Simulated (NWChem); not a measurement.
All runs are NWChem calculations. System: H₃Al, charge 0, spin multiplicity 1, at a geometry optimised with PBE/def2-SVP. The structure started from a generated list of species. Level: RHF/aug-cc-pVDZ.

Input file:

```
start mol
memory heap 200 mb stack 900 mb global 1100 mb
geometry units angstroms nocenter noautoz
  Al     0.000000     0.000000    -0.000001
  H      0.000000     0.000000     1.600824
  H      1.386352     0.000000    -0.800406
  H     -1.386352     0.000000    -0.800406
  symmetry group C2v
end
basis spherical
  * library aug-cc-pvdz
end
scf
  rhf
  nopen 0
  maxiter 100
  thresh 1e-7
  semidirect memsize 60000000 filesize 0
end
task scf energy
```

NWChem printed:

```
             Northwest Computational Chemistry Package (NWChem) 7.3.0
             --------------------------------------------------------

                                NWChem Input Module
                                -------------------

 Scaling coordinates for geometry "geometry" by  1.889725989
 (inverse scale =  0.529177249)

 Turning off AUTOSYM since
 SYMMETRY directive was detected!

                             Geometry "geometry" -> ""
                             -------------------------

 Output coordinates in angstroms (scale by  1.889725989 to convert to a.u.)

  No.       Tag          Charge          X              Y              Z
 ---- ---------------- ---------- -------------- -------------- --------------
    1 Al                  13.0000     0.00000000     0.00000000    -0.00000100
    2 H                    1.0000     0.00000000     0.00000000     1.60082400
    3 H                    1.0000     1.38635200     0.00000000    -0.80040600
    4 H                    1.0000    -1.38635200     0.00000000    -0.80040600

 Effective nuclear repulsion energy (a.u.)      13.4646400982

            Nuclear Dipole moment (a.u.)
            ----------------------------
        X                 Y               Z
 ---------------- ---------------- ----------------
     0.0000000000     0.0000000000    -0.0000018897

      Symmetry information
      --------------------

 Group name             C2v
 Group number             16
 Group order               4
 No. of unique centers     3

      Symmetry unique atoms

     1    2    3


 Summary of "ao basis" -> "" (spherical)
 ------------------------------------------------------------------------------
       Tag                 Description            Shells   Functions and Types
 ---------------- ------------------------------  ------  ---------------------
 *                        aug-cc-pvdz                 on all atoms

 Summary of "ao basis" -> "ao basis" (spherical)
 ------------------------------------------------------------------------------
       Tag                 Description            Shells   Functions and Types
 ---------------- ------------------------------  ------  ---------------------
 Al                       aug-cc-pvdz               11       27   5s4p2d
 H                        aug-cc-pvdz                5        9   3s2p

                                 NWChem SCF Module
                                 -----------------

  ao basis        = "ao basis"
  functions       =    54
  atoms           =     4
  closed shells   =     8
  open shells     =     0
  charge          =   0.00
  wavefunction    = RHF
  use symmetry    = T
  symmetry adapt  = T

 Summary of "ao basis" -> "ao basis" (spherical)
 ------------------------------------------------------------------------------
       Tag                 Description            Shells   Functions and Types
 ---------------- ------------------------------  ------  ---------------------
 Al                       aug-cc-pvdz               11       27   5s4p2d
 H                        aug-cc-pvdz                5        9   3s2p

      Symmetry analysis of basis
      --------------------------

        a1         25
        a2          4
        b1         15
        b2         10

 Forming initial guess at       0.1s

      Superposition of Atomic Density Guess
      -------------------------------------

 Sum of atomic energies:        -243.37283597

      Non-variational initial energy
      ------------------------------

 Total energy =    -243.351160
 1-e energy   =    -364.659937
 2-e energy   =     107.844136
 HOMO         =      -0.359499
 LUMO         =      -0.029550

      Symmetry analysis of molecular orbitals - initial
      -------------------------------------------------

  Numbering of irreducible representations:

     1 a1          2 a2          3 b1          4 b2

  Orbital symmetries:

     1 a1          2 a1          3 b1          4 a1          5 b2
     6 a1          7 b1          8 a1          9 b2         10 b1
    11 a1         12 a1         13 b2         14 a1         15 a1
    16 b1         17 a1         18 b1

 Starting SCF solution at       0.7s

 ----------------------------------------------
         Quadratically convergent ROHF

 Convergence threshold     :          1.000E-07
 Maximum no. of iterations :          100
 Final Fock-matrix accuracy:          1.000E-09
 ----------------------------------------------

              iter       energy          gnorm     gmax       time
             ----- ------------------- --------- --------- --------
                 1     -243.6189414466  2.94D-01  1.03D-01      0.7
                 2     -243.6321469487  4.27D-02  1.79D-02      0.7
                 3     -243.6323591608  7.68D-04  2.60D-04      0.7
                 4     -243.6323592262  1.22D-07  3.80D-08      0.8
                 5     -243.6323592262  2.50D-09  7.95D-10      0.8

       Final RHF  results
       ------------------

         Total SCF energy =   -243.632359226177
      One-electron energy =   -365.287046128447
      Two-electron energy =    108.190046804100
 Nuclear repulsion energy =     13.464640098171

        Time for solution =      0.1s

       Symmetry analysis of molecular orbitals - final
       -----------------------------------------------

  Numbering of irreducible representations:

     1 a1          2 a2          3 b1          4 b2

  Orbital symmetries:

     1 a1          2 a1          3 b2          4 b1          5 a1
     6 a1          7 b1          8 a1          9 b2         10 b1
    11 a1         12 a1         13 b2         14 a1         15 a1
    16 b1         17 a1         18 b1

             Final eigenvalues
             -----------------

              1
    1  -58.4867
    2   -4.9003
    3   -3.2158
    4   -3.2123
    5   -3.2123
    6   -0.5679
    7   -0.4291
    8   -0.4291
    9    0.0139
   10    0.0337
   11    0.0337
   12    0.0436
   13    0.0701
   14    0.0886
   15    0.1099
   16    0.1099
   17    0.1363
   18    0.1363

                       ROHF Final Molecular Orbital Analysis
                       -------------------------------------

 Vector    6  Occ=2.000000D+00  E=-5.678632D-01  Symmetry=a1
              MO Center=  3.0D-17, -3.1D-19, -7.9D-06, r^2= 2.4D+00
   Bfn.  Coefficient  Atom+Function         Bfn.  Coefficient  Atom+Function
  ----- ------------  ---------------      ----- ------------  ---------------
     3      0.401004  1 Al s                 28      0.207932  2 H  s
    37      0.207935  3 H  s                 46      0.207935  4 H  s

 Vector    7  Occ=2.000000D+00  E=-4.291107D-01  Symmetry=b1
              MO Center= -3.9D-11, -1.6D-19, -6.3D-01, r^2= 2.6D+00
   Bfn.  Coefficient  Atom+Function         Bfn.  Coefficient  Atom+Function
  ----- ------------  ---------------      ----- ------------  ---------------
     9      0.314349  1 Al px                37      0.305989  3 H  s
    46     -0.305989  4 H  s                 12      0.178044  1 Al px
    38      0.160575  3 H  s                 47     -0.160575  4 H  s

 Vector    8  Occ=2.000000D+00  E=-4.291094D-01  Symmetry=a1
              MO Center= -4.5D-13, -2.3D-15,  6.3D-01, r^2= 2.6D+00
   Bfn.  Coefficient  Atom+Function         Bfn.  Coefficient  Atom+Function
  ----- ------------  ---------------      ----- ------------  ---------------
    28      0.353326  2 H  s                 11      0.314348  1 Al pz
    29      0.185419  2 H  s                 14      0.178044  1 Al pz
    37     -0.176661  3 H  s                 46     -0.176661  4 H  s

 Vector    9  Occ=0.000000D+00  E= 1.386721D-02  Symmetry=b2
              MO Center=  3.8D-16, -2.2D-15, -2.5D-06, r^2= 1.5D+01
   Bfn.  Coefficient  Atom+Function         Bfn.  Coefficient  Atom+Function
  ----- ------------  ---------------      ----- ------------  ---------------
    16      0.706624  1 Al py                13      0.292161  1 Al py
    10      0.199010  1 Al py

 Vector   10  Occ=0.000000D+00  E= 3.365854D-02  Symmetry=b1
              MO Center=  6.8D-15,  1.6D-28,  8.5D-01, r^2= 3.3D+01
   Bfn.  Coefficient  Atom+Function         Bfn.  Coefficient  Atom+Function
  ----- ------------  ---------------      ----- ------------  ---------------
    15      1.953479  1 Al px                39     -1.712172  3 H  s
    48      1.712172  4 H  s                 12      0.413644  1 Al px
    26      0.254429  1 Al d  1              38     -0.219085  3 H  s
    47      0.219085  4 H  s

 Vector   11  Occ=0.000000D+00  E= 3.365854D-02  Symmetry=a1
              MO Center= -2.5D-13,  4.0D-22, -8.5D-01, r^2= 3.3D+01
   Bfn.  Coefficient  Atom+Function         Bfn.  Coefficient  Atom+Function
  ----- ------------  ---------------      ----- ------------  ---------------
    30     -1.977025  2 H  s                 17      1.953475  1 Al pz
    39      0.988535  3 H  s                 48      0.988535  4 H  s
    14      0.413640  1 Al pz                29     -0.252977  2 H  s
    25      0.220342  1 Al d  0

 center of mass
 --------------
 x =   0.00000000 y =   0.00000000 z =  -0.00000094

 moments of inertia (a.u.)
 ------------------
          13.834359623454           0.000000000000           0.000000000000
           0.000000000000          27.668743457941           0.000000000000
           0.000000000000           0.000000000000          13.834383834486

  Mulliken analysis of the total density
  --------------------------------------

    Atom       Charge   Shell Charges
 -----------   ------   -------------------------------------------------------
    1 Al  13    12.69   2.00  2.02  0.68  0.26 -0.05  6.00  0.98  0.53  0.02  0.20  0.04
    2 H    1     1.10   0.70  0.39 -0.00  0.01  0.01
    3 H    1     1.10   0.70  0.39 -0.00  0.01  0.01
    4 H    1     1.10   0.70  0.39 -0.00  0.01  0.01

       Multipole analysis of the density wrt the origin
       ------------------------------------------------

     L   x y z        total         open         nuclear
     -   - - -        -----         ----         -------
     0   0 0 0     -0.000000      0.000000     16.000000

     1   1 0 0      0.000000      0.000000      0.000000
     1   0 1 0      0.000000      0.000000      0.000000
     1   0 0 1     -0.000012      0.000000     -0.000002

     2   2 0 0    -14.048220      0.000000     13.726970
     2   1 1 0      0.000000      0.000000      0.000000
     2   1 0 1      0.000000      0.000000      0.000000
     2   0 2 0     -8.788506      0.000000      0.000000
     2   0 1 1      0.000000      0.000000      0.000000
     2   0 0 2    -14.048229      0.000000     13.726946

 Task  times  cpu:        0.8s     wall:        0.8s

 Total times  cpu:        0.8s     wall:        0.8s
```
